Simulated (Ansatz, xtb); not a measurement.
## Relaxing a trial structure of BGaGeH4Si

The starting geometry of this gas-phase singlet was built from a drawn formula by distance geometry; its bonds are those of `[B]#[Ge][SiH2][GaH2]`.

```csv
atom,x (Å),y (Å),z (Å)
B,-3.0365,1.5804,1.8323
Ga,1.3635,0.5524,0.3231
Ge,-1.9675,0.7787,0.6198
Si,-0.8160,-0.2607,-0.8230
H,-0.9821,-1.7180,-0.6260
H,-0.2094,0.1029,-2.0813
H,1.5023,-0.5320,1.4724
H,1.3701,2.0132,0.0611
```

Q: Predict what becomes of its bonds when it is optimised with r2SCAN-D4/def2-SVP.

A: It rearranges, giving a structure with H5 bridging Ge3 and Si4, given below by its coordinates. Distances that change by over a tenth: B1–Ge3 (1.80 → 2.04 Å), Ge3–Si4 (2.12 → 2.44 Å). Contacts that open: Ga2–Si4 (2.59 → 3.66 Å). Contacts that close: B1–Ga2 (4.76 → 2.02 Å), B1–Si4 (3.92 → 1.85 Å), Ge3–H5 (2.96 → 1.89 Å).

The energy falls by 5.19 eV over 52 steps:

| step | E − E(last) (eV) |
| --- | --- |
| 1 | 5.192 |
| 7 | 3.172 |
| 12 | 2.858 |
| 18 | 2.126 |
| 24 | 1.123 |
| 29 | 0.160 |
| 35 | 0.090 |
| 41 | 0.066 |
| 46 | 0.030 |
| 52 | 0.000 |

Final geometry (Å):

```yaml
atoms:
  - { symbol: B, position_ang: [-0.3672, 0.1708, 0.3866] }
  - { symbol: Ga, position_ang: [1.1913, 1.2129, 1.1399] }
  - { symbol: Ge, position_ang: [-1.7387, -1.2392, 0.9230] }
  - { symbol: Si, position_ang: [-1.3582, -0.0355, -1.1659] }
  - { symbol: H, position_ang: [-2.4575, -1.1340, -0.8188] }
  - { symbol: H, position_ang: [-1.6976, 0.2657, -2.5850] }
  - { symbol: H, position_ang: [0.9875, 2.5984, 1.8505] }
  - { symbol: H, position_ang: [2.6648, 0.6778, 1.0480] }
```

From the same start GFN2-xTB ends elsewhere, differing in Ga2–Ge3 (2.60 against 3.83 Å here), Ge3–Si4 (3.74 against 2.44 Å here), Ge3–H5 (4.90 against 1.89 Å here).

The end wasn't checked by frequencies. Run with Ansatz 0.2.0, 89 s on 2 threads of Intel(R) Xeon(R) 6975P-C (Granite Rapids) (shared host).
